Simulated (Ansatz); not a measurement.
H4Si4, SMILES `[SiH2]=[Si]1[SiH]=[SiH]1` (charge 0, multiplicity 1).

The numbers are results of frozen-core CCSD(T)/6-31g // PBE0-D3(BJ)/def2-TZVP (Ansatz, an electronic-structure program), not measurements.

Ansatz 0.2 input:
```yaml
crystal:
  periodic: [false, false, false]
  atoms:
    - { symbol: Si, position_ang: [2.347358, -0.834401, -0.334194] }
    - { symbol: Si, position_ang: [0.270335, -0.037722, 0.081558] }
    - { symbol: Si, position_ang: [-1.395986, 1.334513, -0.58359] }
    - { symbol: Si, position_ang: [-1.923749, -0.510184, 0.336816] }
    - { symbol: H, position_ang: [3.052756, 0.465775, -0.027581] }
    - { symbol: H, position_ang: [2.476539, -1.56919, 0.979402] }
    - { symbol: H, position_ang: [-1.836307, 2.59853, -1.234668] }
    - { symbol: H, position_ang: [-2.990948, -1.447321, 0.782258] }
basis:
  gaussian: { orbitals: "6-31g" }
correlation:
  method: ccsd_t
```

Output:

```
Functional definition: HF
688 factors; integrals over basis functions are off by at most 1.9e-4 eV
mean field evaluation 1: about -31501.6116 eV, gradient 1.3e1 eV
mean field evaluation 2: about -31501.6183 eV, gradient 1.3e1 eV
mean field evaluation 4: about -31502.7415 eV, gradient 1.8e0 eV
mean field evaluation 8: about -31502.7674 eV, gradient 1.8e-2 eV
mean field evaluation 16: about -31502.7594 eV, gradient 3.0e-1 eV
mean field evaluation 32: about -31495.0638 eV, gradient 2.8e-2 eV
mean field evaluation 64: about -31495.0601 eV, gradient 1.5e-3 eV
mean field -31502.76736689 eV, -1157.7053473906 hartree, gradient 3.0e-6 eV, S^2 0.000000; 1 other end points of the search recorded, 0 dependent functions left out; unrestricted orbitals would lower it
20 core orbitals not correlated
reference -31502.76736689 eV, -1157.7053473906 hartree; 10, 10 occupied and 30, 30 virtual orbitals, 688 factors
second order -5.87395845 eV of doubles, -0.00000000 eV of singles
cycle   1  -6.58564934 eV  change   -7.1e-1 eV  update   1.1e-1
cycle   2  -6.98684393 eV  change   -4.0e-1 eV  update   4.6e-2
cycle   3  -7.08603055 eV  change   -9.9e-2 eV  update   2.5e-2
cycle   4  -7.09083023 eV  change   -4.8e-3 eV  update   1.2e-2
cycle   5  -7.09059666 eV  change    2.3e-4 eV  update   4.7e-3
cycle   6  -7.09005122 eV  change    5.5e-4 eV  update   1.6e-3
cycle   7  -7.08999006 eV  change    6.1e-5 eV  update   5.1e-4
cycle   8  -7.09020771 eV  change   -2.2e-4 eV  update   1.9e-4
cycle   9  -7.09022419 eV  change   -1.6e-5 eV  update   5.9e-5
cycle  10  -7.09020278 eV  change    2.1e-5 eV  update   2.1e-5
perturbative correction -0.30549370 eV, -0.0112266866 hartree
Total energy: -31510.16306337 eV, -1157.9771342233 hartree
```
